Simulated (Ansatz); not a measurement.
`[CH3][Al]([Br])[Br]` + `[NH2][Nb](=[O])([OH])[OH]` → `[NH2][Al]([Br])[Br]` + `[CH3][Nb](=[O])([OH])[OH]`  (redistribution)

Computed with Ansatz on PBE0-D4/def2-TZVP structures; ΔE is electronic, products minus reactants. CBS: MP2 limit from def2 TZ/QZ plus the TZ coupled-cluster correction, frozen cores. Functionals use def2-TZVPP. B3LYP here is the variant with VWN-RPA as its local correlation; programs differ in this. Elements past krypton have def2 core potentials. For Br, Nb outer-core shells are correlated without core-valence functions, which leaves a few kJ/mol of doubt a bond. Scalar relativity is left out up to krypton. One conformer a species, not always the lowest.

(1) Is it downhill or uphill in electronic energy at CCSD(T)/CBS, and by how much? (Best estimate.)

(2) What do these levels give: LDA (SPW92), revPBE-D4, PBE0-D4, r2SCAN0-D4, ωB97X-V, PBE-QIDH, r2SCAN, PBE0, B3LYP, CCSD(T)/def2-TZVPP, SCS-MP2/def2-QZVPP, CCSD/CBS(def2)? (Best estimate.)

Largest T1 diagnostic among the species: 0.022, so the coupled-cluster value is less sure than usual.

## Answers

(1) Computed: Downhill: ΔE = -3.6 kcal/mol.

(2) Ansatz gave: LDA (SPW92) -1.6, revPBE-D4 -1.7, PBE0-D4 -2.5, r2SCAN0-D4 -3.5, ωB97X-V -3.1, PBE-QIDH -3.3, r2SCAN -3.1, PBE0 -2.4, B3LYP -2.8, CCSD(T)/def2-TZVPP -4.2, SCS-MP2/def2-QZVPP -3.8, CCSD/CBS(def2) -4.0 kcal/mol.

From PBE to PBE0 (25 % exact exchange), in def2-TZVPP and without D4, ΔE moves by −0.8 kcal/mol. Leaving LDA and LC-ωPBE aside and taking each functional with its dispersion term where it has one, the values, not all of them listed here, spread over 2.1 kcal/mol, from BHLYP-D4 to PBE-D4.
